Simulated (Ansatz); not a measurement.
Energy needed to pull apart SnH3F (SMILES [F][SnH3]), closed shell, into free ground-state atoms, from the structure below (displaced at random from its PBE0-D4/def2-TZVP minimum); no zero-point or spin–orbit terms; open-shell atoms are treated unrestricted, in their ground-state multiplicity.

| atom | x (Å) | y (Å) | z (Å) |
| --- | --- | --- | --- |
| F1 | -1.2737 | 0.7532 | 1.0422 |
| Sn2 | 0.1505 | -0.0410 | -0.1089 |
| H3 | -0.5014 | -0.0557 | -1.6577 |
| H4 | 0.3543 | -1.5702 | 0.5748 |
| H5 | 1.4217 | 0.9623 | 0.1069 |

Ansatz 0.2.0; basis: def2-TZVPP; cores frozen in the correlated methods. Filled d shells of the heavier atoms are correlated. Core potentials replace the inner electrons of the atoms past krypton. The def2 sets are not built for correlating such inner shells, so the correlated values are less sure here.

```
   method  atomization energy (kJ/mol)
   PBE-D4                         1237
r2SCAN-D4                         1241
  PBE0-D4                         1212
  wB97M-V                         1245
       HF                            ?
      MP2                            ?
     CCSD                         1212
  CCSD(T)                         1228
```

Task: What does HF give? (An estimate is asked for; the value comes from the calculation.)

Result: By the calculation: 872 kJ/mol, which is about 356 kJ/mol less than CCSD(T)/def2-TZVPP.

Task: What does MP2 give? (Judge from chemistry; the value comes from the calculation.)

Result: By the calculation: 1212 kJ/mol, which is about 17 kJ/mol less than CCSD(T)/def2-TZVPP.

In triple zeta the MP2 and coupled-cluster atomization energies are still short of their basis limit by a few kcal/mol a bond, whereas those of the functionals are nearly converged, so these differences are not deviations from converged CCSD(T).

No T1 diagnostic of these runs exceeds 0.015.

For scale, one of the runs: CCSD(T)/def2-TZVPP forces, 123 basis functions (an equivalent command: `ansatz run in.yaml --threads 2`). Hardware: 2 CPU threads, shared host. Wall time 61 s; peak host memory 1.1 GiB.
